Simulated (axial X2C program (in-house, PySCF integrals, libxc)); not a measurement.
**Spin–orbit effects down a group: molecules with Cl (ions), PBE0**

All values come from calculations with an in-house all-electron X2C program for linear molecules (integrals from PySCF), spin-free (one-electron X2C) or two-component (2c: spin–orbit coupling with atomic mean-field Coulomb and Gaunt terms, which also bring small scalar terms), in Dyall basis sets with cores contracted in-house; open shells are unrestricted.

Basis sets: C dyall-av3z, Cl dyall-av3z, Ge dyall-acv3z, Si dyall-av3z, Sn dyall-acv3z.

```
molecule  spin-free state  Re (Å)  ωe (cm⁻¹)  De (eV)  2c state  Re 2c (Å)  ωe 2c (cm⁻¹)  De 2c (eV)
    CCl⁻   M_S = 1, Λ = 0   1.854      520.3     2.04     Ω = 1      1.854         520.3        2.05
   SiCl⁻   M_S = 1, Λ = 0   2.243      369.4     2.16     Ω = 1      2.243         369.3        2.16
   GeCl⁻   M_S = 1, Λ = 0   2.351      278.0     1.92     Ω = 1      2.352         277.7         n/a
   SnCl⁻   M_S = 1, Λ = 0   2.532      250.2     1.89     Ω = 1      2.534         248.7         n/a
```

Fragments in 2c: Cl- + C, Cl- + Si, Ge + Cl-, Sn + Cl-. Each entry is the lowest single determinant of a limited PBE0 search at one distance. De goes to single-determinant-based atoms at the same level (for ions the charge split of lowest energy) and is withheld (n/a) where an atom does not fit its ground term or J level. Main or longest-lived isotopes. One determinant is a doubtful description, or other states lie close, for CCl⁻, SiCl⁻, GeCl⁻, SnCl⁻; these need not be ground states, and all values refer to the states named. Some open-shell Ω = 0 determinants are out of reach, so the Ω given for CCl⁻, SiCl⁻, GeCl⁻, SnCl⁻ need not be the lowest component. With several unpaired electrons the Ω given is that of one determinant, not necessarily of the lowest component. Some light 2c atoms are not at their ground J level, so De misses part of their lowering (0.04 eV or less). The functionals have no current term, which raises determinants with orbital currents.
